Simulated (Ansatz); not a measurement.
Calculated with Ansatz (gas phase, PBE0-D4/def2-TZVP geometries, no zero-point term in ΔE). CCSD(T)/CBS is the MP2 limit (def2-TZVPP, def2-QZVPP) plus CCSD(T) − MP2 in def2-TZVPP, frozen cores. This one scheme is used for every species. Functionals use def2-TZVPP. For Ga outer-core shells are correlated without core-valence functions, which leaves a few kJ/mol of doubt a bond. Scalar relativity is left out up to krypton. Each species was taken in one conformer, which may not be the lowest.

`[AlH2][SiH2][SiH2][GaH2]` + H₂S → `[AlH2][SiH2]S` + `[SiH3][GaH2]`  (cleavage of the Si–Si bond)

```tsv
species	r2SCANh energy (Eh)
`[AlH2][SiH2][SiH2][GaH2]`	-2750.95416
H₂S	-399.37239
`[AlH2][SiH2]S`	-933.05971
`[SiH3][GaH2]`	-2217.27683
```

Work out ΔE.

ΔE = (-933.05971) + (-2217.27683) − (-2750.95416) − (-399.37239) = -0.00999 Eh = -26.2 kJ/mol. CCSD(T)/CBS gives -28.6 kJ/mol.

Largest T1 diagnostic among the species: 0.014.

From PBE to PBE0 (25 % exact exchange), in def2-TZVPP and without D4, ΔE moves by −4.6 kJ/mol. Leaving LDA and LC-ωPBE aside and taking each functional with its dispersion term where it has one, the values, not all of them listed here, spread over 17.8 kJ/mol, from ωB97M-V to PBE-D4. LDA lies +4.0 kJ/mol from PBE without D4.
